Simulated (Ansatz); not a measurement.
Geometry optimisation, RHF/def2-SVP in Ansatz 0.2.0.

Input:

```yaml
crystal:
  periodic: [false, false, false]
  atoms:
    - { symbol: Ga, position_ang: [0.029751, 0.271632, -0.040093] }
    - { symbol: H, position_ang: [-0.162717, 0.294303, 1.519514] }
    - { symbol: H, position_ang: [1.472809, 0.386893, -0.654636] }
    - { symbol: H, position_ang: [-1.23156, 0.119439, -0.968204] }
    - { symbol: "N", position_ang: [0.043684, -2.518375, 1.372574] }
    - { symbol: H, position_ang: [-0.641624, -2.757588, 0.679006] }
    - { symbol: H, position_ang: [0.971334, -2.605701, 0.998949] }
    - { symbol: H, position_ang: [-0.112277, -1.568703, 1.73259] }
basis:
  gaussian: { orbitals: def2-SVP }
hamiltonian:
  xc: hf
relax:
  f_tol: 0.03
  max_steps: 50
output:
  orbitals: {}
```

Command:

```bash
$ ansatz run input.yaml --threads 1 --pin off --max-ram 2048MiB --backend cpu --events-out ev --progress --plain --runs-dir out
```

Where does it end, and by what steps?

The forces met the threshold. The force dipped under the threshold on the way, but the program's further checks kept it going. After 24 steps the energy has fallen by 1.053 eV; H8 moved furthest, 0.80 Å. Joined: Ga1–N5 (3.13 → 2.20 Å).

```tsv
step	energy less start (eV)	largest force component (eV/Å)	accepted
0	0.0000	1.363	yes
1	-0.1079	0.545	yes
2	-0.1582	0.542	yes
3	-0.1942	0.220	yes
4	-0.1984	0.197	yes
5	-0.2606	1.255	yes
6	-0.4529	2.457	yes
7	-0.9871	0.907	yes
8	-1.0232	0.354	yes
9	-1.0325	0.091	yes
10	-1.0337	0.035	yes
11	-1.0353	0.011	yes
12	-1.0358	0.151	yes
13	-1.0370	0.192	yes
14	-1.0390	0.264	yes
15	-1.0417	0.218	yes
16	-1.0469	0.010	yes
17	-1.0486	0.113	yes
18	-1.0434	0.378	no
19	-1.0507	0.013	yes
20	-1.0495	0.253	no
21	-1.0517	0.030	yes
22	-1.0520	0.101	yes
23	-1.0524	0.054	yes
24	-1.0525	0.030	yes
```

```xyz
8
Properties=species:S:1:pos:R:3
Ga 0.021 0.013 0.145
H 0.176 0.828 1.502
H 1.290 -0.093 -0.808
H -1.420 -0.042 -0.527
N 0.070 -2.019 0.979
H -0.064 -2.710 0.259
H 0.952 -2.208 1.424
H -0.655 -2.147 1.666
```

Run time: 45 s on 1 thread of AMD EPYC 7R43 64-Core Processor (Zen 3), on a shared host, peak memory 0.15 GiB.
